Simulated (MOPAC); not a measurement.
MOPAC input (AM1):

```
AM1 FORCE THERMO(298,298) PRECISE LET GEO-OK AUX(PRECISION=9) THREADS=1
H2F2Si

Si    0.23934787 1   -0.14665837 1    0.36764610 1
F    -0.91371011 1   -0.95025612 1   -0.42764100 1
F     0.38447187 1    1.27454161 1   -0.38528528 1
H     1.49154847 1   -0.87658561 1    0.32908412 1
H    -0.13451479 1    0.04507799 1    1.75535979 1
```

Output:

```
 *******************************************************************************
 **                                                                           **
 **                              MOPAC v23.2.5                                **
 **                                                                           **
 *******************************************************************************
 ** MOPAC's Digital Object Identifier: https://doi.org/10.5281/zenodo.6511958 **
 **                                                                           **
 ** Please cite the open-source release paper for use of this MOPAC version:  **
 ** J. E. Moussa and J. J. P. Stewart (2026)                                  **
 ** MOPAC: An open-source semiempirical molecular orbital program             **
 ** J. Open Source Softw., 11(119), 8025, https://doi.org/10.21105/joss.08025 **
 *******************************************************************************

                              AM1 CALCULATION RESULTS

 *******************************************************************************
 *  AM1        - The AM1 Hamiltonian to be used
 *  GEO-OK     - OVERRIDE INTERATOMIC DISTANCE AND OTHER SAFETY CHECKS
 *  LET        - OVERRIDE SOME SAFETY CHECKS
 *  PRECISE    - TIGHTER CRITERIA TO BE USED
 *  FORCE      - FORCE CALCULATION SPECIFIED
 *  AUX        - OUTPUT AUXILIARY INFORMATION
 *  THERMO     - THERMODYNAMIC QUANTITIES TO BE CALCULATED
 *******************************************************************************
AM1 FORCE THERMO(298,298) PRECISE LET GEO-OK AUX(PRECISION=9) THREADS=1
 H2F2Si

   ATOM   CHEMICAL          X               Y               Z
  NUMBER   SYMBOL      (ANGSTROMS)     (ANGSTROMS)     (ANGSTROMS)

     1      Si          0.23934787  *  -0.14665837  *   0.36764610  *
     2       F         -0.91371011  *  -0.95025612  *  -0.42764100  *
     3       F          0.38447187  *   1.27454161  *  -0.38528528  *
     4       H          1.49154847  *  -0.87658561  *   0.32908412  *
     5       H         -0.13451479  *   0.04507799  *   1.75535979  *

          CARTESIAN COORDINATES

    NO.       ATOM           X           Y           Z

     1        Si          0.2393     -0.1467      0.3676
     2         F         -0.9137     -0.9503     -0.4276
     3         F          0.3845      1.2745     -0.3853
     4         H          1.4915     -0.8766      0.3291
     5         H         -0.1345      0.0451      1.7554

  H: (AM1): M.J.S. DEWAR ET AL, J. AM. CHEM. SOC. 107 3902-3909 (1985)
  F: (AM1): M.J.S. DEWAR AND E. G. ZOEBISCH, THEOCHEM, 180, 1 (1988).
 Si: (AM1): M.J.S.DEWAR, C. JIE, ORGANOMETALLICS, 6, 1486-1490 (1987).

           Empirical Formula: H2 Si F2  =     5 atoms

      MOLECULAR POINT GROUP   :   C2v

      RHF CALCULATION, NO. OF DOUBLY OCCUPIED LEVELS = 10

          HEAT OF FORMATION =    -181.483755 KCALS/MOLE

          CARTESIAN COORDINATE DERIVATIVES

[...]
 TRANSITION DIPOLE   1.3500         Si1 -- H 4         +48.1% ( 64.9%)      0.0%
 TRAVEL (Ang.)       0.4139         Si1 -- F 2          +1.9% ( 12.9%)      3.9%
 REDUCED MASS        0.4717         Si1 -- F 3          +1.9% ( 12.9%)      3.9%
 EFFECTIVE MASS      1.6684
 FORCE CONSTANT      0.1936

 VIBRATION          5    2A1         ATOM PAIR     ENERGY CONTRIBUTION    RADIAL
 FREQUENCY           864.44         Si1 -- H 5         +48.9% ( 58.3%)      0.6%
 TRANSITION DIPOLE   0.9312         Si1 -- H 4         +48.9% ( 58.3%)      0.6%
 TRAVEL (Ang.)       0.4029         Si1 -- F 2          +1.1% (  8.9%)     12.1%
 REDUCED MASS        0.4806         Si1 -- F 3          +1.1% (  8.9%)     12.1%
 EFFECTIVE MASS      1.3147
 FORCE CONSTANT      0.2116

 VIBRATION          6    3A1         ATOM PAIR     ENERGY CONTRIBUTION    RADIAL
 FREQUENCY          1093.58         Si1 -- F 3         +40.4% ( 76.2%)     79.5%
 TRANSITION DIPOLE   3.4852         Si1 -- F 2         +40.4% ( 76.2%)     79.5%
 TRAVEL (Ang.)       0.0927         Si1 -- H 4          +9.6% ( 37.2%)     22.3%
 REDUCED MASS        7.1826         Si1 -- H 5          +9.6% ( 37.2%)     22.3%
 EFFECTIVE MASS     22.1514
 FORCE CONSTANT      5.0609

 VIBRATION          7    2B2         ATOM PAIR     ENERGY CONTRIBUTION    RADIAL
 FREQUENCY          1202.16         Si1 -- F 3         +36.2% ( 78.4%)     86.4%
 TRANSITION DIPOLE   4.9805         Si1 -- F 2         +36.2% ( 78.4%)     86.4%
 TRAVEL (Ang.)       0.0793         Si1 -- H 5         +13.8% ( 48.5%)      0.0%
 REDUCED MASS        8.9288         Si1 -- H 4         +13.8% ( 48.5%)      0.0%
 EFFECTIVE MASS     23.0043
 FORCE CONSTANT      7.6027

 VIBRATION          8    2B1         ATOM PAIR     ENERGY CONTRIBUTION    RADIAL
 FREQUENCY          2247.78         Si1 -- H 4         +49.8% ( 71.1%)     98.8%
 TRANSITION DIPOLE   0.4179         Si1 -- H 5         +49.8% ( 71.1%)     98.8%
 TRAVEL (Ang.)       0.2430         Si1 -- F 2          +0.2% (  4.5%)      0.0%
 REDUCED MASS        0.5080         Si1 -- F 3          +0.2% (  4.5%)      0.0%
 EFFECTIVE MASS      1.3820
 FORCE CONSTANT      1.5121

 VIBRATION          9    4A1         ATOM PAIR     ENERGY CONTRIBUTION    RADIAL
 FREQUENCY          2248.92         Si1 -- H 5         +49.7% ( 70.5%)     97.8%
 TRANSITION DIPOLE   0.2411         Si1 -- H 4         +49.7% ( 70.5%)     97.8%
 TRAVEL (Ang.)       0.2459         Si1 -- F 2          +0.3% (  5.2%)     40.9%
 REDUCED MASS        0.4961         Si1 -- F 3          +0.3% (  5.2%)     40.9%
 EFFECTIVE MASS      1.2650
 FORCE CONSTANT      1.4782

      SYMMETRY NUMBER FOR POINT-GROUP C2v =  2

          SYSTEM IS A GROUND STATE

 H2F2Si

          MOLECULE IS NOT LINEAR

          THERE ARE  9 GENUINE VIBRATIONS IN THIS SYSTEM
          THIS THERMODYNAMICS CALCULATION IS LIMITED TO
          MOLECULES WHICH HAVE NO INTERNAL ROTATIONS

                    CALCULATED THERMODYNAMIC PROPERTIES
                                          *
   TEMP. (K)   PARTITION FUNCTION   H.O.F.    ENTHALPY  HEAT CAPACITY ENTROPY
                                   KCAL/MOL   CAL/MOLE    CAL/K/MOL  CAL/K/MOL

 298.00  VIB.     0.1613D+01                   581.9790     5.2717     2.9036
         ROT.     0.1317D+05                   888.2803     2.9808    21.8306
         INT.     0.2125D+05                  1470.2593     8.2526    24.7342
         TRA.     0.5433D+27                  1480.4672     4.9680    38.5705
         TOT.                     -181.484    2950.7265    13.2206    63.3046

   *: NOTE: HEATS OF FORMATION ARE RELATIVE TO THE
            ELEMENTS IN THEIR STANDARD STATE AT 298K
              (=  Standard Enthalpy of Formation).

            Hvib:  Zero-point energy is not included.
                   frequencies of less than zero cm-1 are not included.
            Hrot = (3/2)RT
            Htra = (3/2)RT + pV = (5/2)RT

            Heat capacity is Cp, not Cv

          For more information, see: HTTP://OpenMOPAC.net/Manual/thermochemistry.html

           FORCE CONSTANT IN CARTESIAN COORDINATES (Millidynes/A)

    ATOM   CHEMICAL       X               Y               Z
   NUMBER   SYMBOL  FORCE CONSTANT  FORCE CONSTANT  FORCE CONSTANT

      1      Si       10.632118        9.905338        4.433312
      2       F        8.916926        0.292961        0.281139
      3       F        0.920781        8.289106        0.281139
      4       H        0.654023        0.894916        1.983455
      5       H        0.654023        0.894916        1.983455

 **********************
 *                    *
 * JOB ENDED NORMALLY *
 *                    *
 **********************

 == MOPAC DONE ==
```
